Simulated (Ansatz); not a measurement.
`[NH2][SnH2][NH2]` + `[SiH3][GaH2]` → `[NH2][SnH3]` + `[NH2][GaH][SiH3]`  (redistribution)

Computed with Ansatz on PBE0-D4/def2-TZVP structures; ΔE is electronic, products minus reactants. CCSD(T)/CBS adds triple-zeta CCSD(T) − MP2 to the extrapolated MP2 energy (def2 sets, frozen cores). Elements past krypton have def2 core potentials. For Ga, Sn outer-core shells are correlated without core-valence functions, which leaves a few kJ/mol of doubt a bond. Scalar relativity is left out up to krypton. One conformer a species, not always the lowest.

| species | CCSD(T)/CBS(def2) energy (Eh) |
| --- | --- |
| `[NH2][SnH2][NH2]` | -327.04207 |
| `[SiH3][GaH2]` | -2215.99298 |
| `[NH2][SnH3]` | -271.71442 |
| `[NH2][GaH][SiH3]` | -2271.34304 |

(1) Work out ΔE.

Largest T1 diagnostic among the species: 0.015.

Answers

(1) ΔE = (-271.71442) + (-2271.34304) − (-327.04207) − (-2215.99298) = -0.02241 Eh = -14.1 kcal/mol.

Leaving LDA and LC-ωPBE aside and taking each functional with its dispersion term where it has one, the values, not all of them listed here, spread over 1.2 kcal/mol, from r2SCAN-D4 to B97M-V. LDA lies −2.2 kcal/mol from PBE without D4. In def2-TZVPP, CCSD(T) changes the Hartree–Fock value by −1.6 kcal/mol (the triples alone add −0.2 kcal/mol) and MP2 by −1.7 kcal/mol.
